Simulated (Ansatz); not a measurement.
Tuning the range parameter of LC-ωPBE so that −HOMO meets the ionisation energy; basis def2-SVPD, Ansatz. System: [VF6]2- (VF6²⁻). The state is a doublet with charge -2. Geometry: r2SCAN-D4/def2-SVPD. The ionised state is a singlet, and HOMO is the level of the spin that leaves.

Geometry of the doublet:

```xyz
7

V     0.000    0.000    0.000
F     1.441    0.605   -1.055
F    -1.441   -0.605    1.055
F     0.761   -1.694    0.069
F    -0.761    1.694   -0.069
F    -0.945   -0.433   -1.539
F     0.945    0.433    1.539
```

A multiply charged anion in the gas phase is held together partly by the finite basis. Removing one electron lowers the energy by 0.44 eV at PBE0-D4/def2-TZVPD, so it isn't bound. At LC-ωPBE (ω = 0.10 bohr⁻¹)/def2-SVPD, LC-ωPBE (ω = 0.15 bohr⁻¹)/def2-SVPD, LC-ωPBE (ω = 0.20 bohr⁻¹)/def2-SVPD, LC-ωPBE (ω = 0.30 bohr⁻¹)/def2-SVPD the highest occupied level of the charge -2 doublet lies above zero (up to 3.55 eV). By energy differences it is unbound by 1.62 eV (vertical, to the charge -1 singlet, at LC-ωPBE (ω = 0.10 bohr⁻¹)/def2-SVPD) and held by the finite basis. No other spin state of charge -2 was run.

```
ω (1/bohr)  HOMO (eV)  LUMO (eV)  vertical IE (eV)  HOMO + IE (eV)
       0.1       3.55       6.75             -1.62            1.94
      0.15       2.73       7.28             -1.45            1.29
       0.2       1.91       7.67             -1.18            0.72
       0.3       0.30       8.12             -0.48           -0.18
```

Task: Where does the tuning condition hold?

Result: Near ω = 0.28 bohr⁻¹, by linear interpolation.
